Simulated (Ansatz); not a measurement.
Total energies of F2H3N2Nb, SMILES `[NH]=[Nb]([NH2])([F])[F]`.

```xyz
8

N    -1.079    0.761   -1.023
Nb    0.451    0.179   -0.437
N    -0.027   -0.706    1.237
F     1.209   -1.047   -1.647
F     1.635    1.608   -0.122
H    -1.895    1.149   -1.472
H    -0.951   -0.785    1.633
H     0.656   -1.158    1.832
```

Charge 0, multiplicity 1. Correlated methods include outer-core shells of Nb, which these sets cover unevenly. Nb takes the def2 core potential. The geometry is a stationary point of PBE0-D4/def2-TZVP. It is one conformer, not always the lowest. Basis def2-TZVPP, Ansatz.

RPA on PBE orbitals: Hartree–Fock energy of these orbitals -366.13183 Eh, correlation -2.06467 Eh (frozen core).

| functional | energy without D4 (Eh) | D4 term (kJ/mol) |
| --- | --- | --- |
| PBE | -368.05085 | -16.1 |
| revPBE | -368.29117 | -43.9 |
| BLYP | -368.28135 | -34.6 |
| r2SCAN | -368.23243 | -3.9 |
| B97M-V | -368.25235 | – |
| PBE0 | -367.99943 | -13.6 |
| B3LYP | -368.35716 | -25.9 |
| r2SCAN0 | -368.12514 | -4.6 |
| HSE06 (plane-wave form) | -367.98522 | -12.7 |
| BHLYP | -368.07132 | -20.9 |
| LC-ωPBE | -368.16148 | – |
| ωB97M-V | -368.14952 | – |
| B2PLYP | -368.06740 | – |
| PBE-QIDH | -367.90162 | – |

Task: Give the same for LDA (SPW92), r2SCANh, CAM-B3LYP, ωB97X-V. (An estimate is asked.)

Result: Computed: 
```
 functional  energy without D4 (Eh)  D4 term (kJ/mol)
LDA (SPW92)              -366.07155                 –
    r2SCANh              -368.18866              -4.1
  CAM-B3LYP              -368.19693             -13.9
    ωB97X-V              -368.18461                 –
```

B3LYP takes the VWN-RPA correlation (the form of Gaussian; ORCA's B3LYP/G). HSE06 is the plane-wave form, built on full-range PBE exchange. The double hybrids freeze the cores in their second-order part.

LC-ωPBE has ω = 0.4 bohr⁻¹.
